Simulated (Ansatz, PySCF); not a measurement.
Lewis adduct: AlH3 (SMILES [AlH3]) (first 4 atoms) with H2O (SMILES O); geometry from B3LYP-D3(BJ)/def2-TZVP, rigid monomers moved along the line of their centres of mass till Al1···O5 is 1.84 Å.
(charge 0, multiplicity 1):
```xyz
7

Al    -0.0213     0.2183     0.3257
H      0.6033    -0.9348    -0.5657
H     -1.6083     0.3857     0.3374
H      0.8687     1.5100     0.6192
O      0.0999    -0.4743     2.0260
H     -0.7651    -0.5759     2.4436
H      0.6480     0.0703     2.6056
```

Interaction energies are E(AB) − E(A) − E(B) at the monomers' geometry in the complex; basis-set methods are counterpoise corrected. Rows marked so take none.

Frozen-core correlation. CBS(a, b) extrapolates the correlation energy as X⁻³ and adds the Hartree–Fock energy of set b. Rows in 3-21G, 6-311+G** carry no dispersion term and start afresh at each structure.

Run with Ansatz (a first-principles code); PySCF for 3-21G rows, 6-311+G** rows, the dispersion terms. 

The comparison value is -842.1 meV (CCSD(T)/CBS(aug-cc-pV(D+d)Z, aug-cc-pV(T+d)Z)). It is a level with limits of its own, not the exact answer.

Q: Order these levels by how close they come to the comparison value for the interaction energy, closest first: HF/3-21G (no counterpoise), PBE-D3(BJ)/def2-TZVPPD, B3LYP-D4/def2-TZVPPD, B3LYP/def2-TZVPPD, B3LYP/6-311+G** (no counterpoise). Give each level's value less the comparison value.

A: B3LYP-D4/def2-TZVPPD (60.8 meV), PBE-D3(BJ)/def2-TZVPPD (71.6 meV), B3LYP/def2-TZVPPD (126.6 meV), B3LYP/6-311+G** (no counterpoise) (179.7 meV), HF/3-21G (no counterpoise) (-686.9 meV)
